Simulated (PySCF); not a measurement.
Mayer bond orders and bond lengths

PhCF2CH3, C8H8F2.
SMILES with atom numbers: `[CH3:1][C:2]([F:3])([F:4])[c:5]1[cH:6][cH:7][cH:8][cH:9][cH:10]1` (hydrogens: H11, H12, H13 on C1; H14 on C6; H15 on C7; H16 on C8; H17 on C9; H18 on C10)

Cartesian coordinates in Å at the PBE0-D3(BJ)/def2-SVP level; atoms count from 1:
```
atom  x, y, z in Å
C1     2.4956   -0.3292    0.3935
C2     1.5871    0.3854   -0.5773
F3     1.8560   -0.0644   -1.8356
F4     1.8964    1.7115   -0.5671
C5     0.1143    0.2068   -0.2876
C6    -0.5809    1.1624    0.4547
C7    -1.9265    0.9647    0.7596
C8    -2.5821   -0.1855    0.3242
C9    -1.8894   -1.1379   -0.4232
C10   -0.5451   -0.9427   -0.7297
H11    3.5402   -0.1673    0.0919
H12    2.2770   -1.4052    0.3915
H13    2.3412    0.0620    1.4076
H14   -0.0652    2.0665    0.7834
H15   -2.4674    1.7176    1.3377
H16   -3.6370   -0.3389    0.5638
H17   -2.4015   -2.0367   -0.7746
H18   -0.0034   -1.6789   -1.3277
```

Bond orders from the PBE0/pcSseg-1 density (PySCF). The structure is a single PBE0-D3(BJ)/def2-SVP conformer in the gas phase; no vibrational or solvent corrections.

(1) How far do the computed orders between heavy atoms stray from the drawn ones?

(2) Give the Mayer order of every bond, beside its length.

Results:

(1) The largest departure is 0.112, at C10–C5 (drawn aromatic, 1.388), counting aromatic bonds as 1.5. The bonds drawn aromatic range from 1.39 to 1.44.

(2) 
```csv
bond,drawn as,length (Å),Mayer order
C1–C2,single,1.509,1.028
C2–F3,single,1.363,0.941
C2–F4,single,1.362,0.936
C2–C5,single,1.512,0.983
C5–C6,aromatic,1.395,1.407
C6–C7,aromatic,1.394,1.425
C7–C8,aromatic,1.394,1.433
C8–C9,aromatic,1.395,1.427
C9–C10,aromatic,1.393,1.435
C10–C5,aromatic,1.397,1.388
C1–H11,single,1.099,0.951
C1–H12,single,1.098,0.953
C1–H13,single,1.098,0.954
C6–H14,single,1.092,0.969
C7–H15,single,1.093,0.962
C8–H16,single,1.093,0.967
C9–H17,single,1.093,0.962
C10–H18,single,1.092,0.968
```

Bonds between the same two heavy elements. C–C: lowest C2–C5 (0.983, 1.512 Å), highest C9–C10 and C7–C8 (1.435, 1.393 Å). C–F: all 2 within 0.02 of one another (0.936 to 0.941). Bonds named together lie within 0.004.

Task: Sum the orders of all bonds at each heavy atom with more than one neighbour and set the sums beside the valence in the SMILES.

Result: C1 3.886 (drawn 4), C2 3.888 (drawn 4), C5 3.778 (drawn 4), C6 3.801 (drawn 4), C7 3.820 (drawn 4), C8 3.827 (drawn 4), C9 3.824 (drawn 4), C10 3.791 (drawn 4). Orders between atoms that aren't bonded are not in these sums.

Mayer orders depend on the basis set.
